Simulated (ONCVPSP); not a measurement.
## phosphorus (P), ONCV: configuration errors across variants

P (Z = 15), optimised norm-conserving Vanderbilt (ONCV), made with ONCVPSP 4.0.1 (PBE, scalar-relativistic). Core [Ne], reference 3s2 3p3. Waves: 3s: rc 1.70 bohr, ncon 4, nbas 8, qcut 4.6 1/bohr, 2 projectors, debl 2 Ha; 3p: rc 1.55 bohr, ncon 4, nbas 7, qcut 5.8 1/bohr, 2 projectors, debl 2.5 Ha. Local part: polynomial inside 1.35 bohr (lpopt 4, dvloc0 0 Ha). Core correction: none.

All-electron excitation energies from the reference (eV): (1) 3s2 3p2 9.730; (2) 3s2 3p1 28.877; (3) 3s2 3p0 58.616; (4) 3s1 3p0 110.621.

Errors AE − PS in meV (a dash: test not solved or not reliable):

| change | (1) | (2) | (3) | (4) | bound ghosts | GHOST(+) flags above zero |
| --- | --- | --- | --- | --- | --- | --- |
| base | -0.6 | +2.3 | +27 | +183 | none | s |
| s: qcut 3.2 | +0.5 | +11 | +58 | +177 | none | s |
| s: qcut 3.6 | +0.2 | +8.5 | +51 | +180 | none | s |
| s: qcut 4.2 | -0.4 | +4.2 | +35 | +181 | none | s |
| s: qcut 4.7 | -0.7 | +2.1 | +27 | +183 | none | s |
| s: qcut 5.1 | -0.7 | +1.5 | +25 | +186 | none | s |
| s: qcut 5.6 | -0.8 | +1.1 | +23 | +188 | none | none |
| s: qcut 6 | -0.8 | +0.9 | +22 | +189 | none | none |
| s: qcut 6.4 | -0.8 | +0.7 | +22 | +189 | none | none |
| s: qcut 7 | -0.8 | +0.6 | +21 | +190 | none | none |

(1) Give the same row for: s: qcut 2.8.

## Answers

(1) +0.7, +12, +63, +172; bound ghosts: none; GHOST(+) flags above zero: s.
